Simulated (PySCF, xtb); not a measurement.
AlAsH₄O, SMILES [OH][AlH][AsH2].

GFN2-xTB (xtb) at its own geometry gives an orbital gap of 3.76 eV and a dipole moment of 1.32 D.

Geometry optimised at ωB97X-D3(BJ)/def2-SVP. The values are those of a single conformer.

Task: What does B3LYP/def2-TZVPD in PySCF give? (Estimate from the structure and the level; the computed values follow.)

Result: gap 5.81 eV (levels -7.00 and -1.19 eV), dipole 1.31 D.
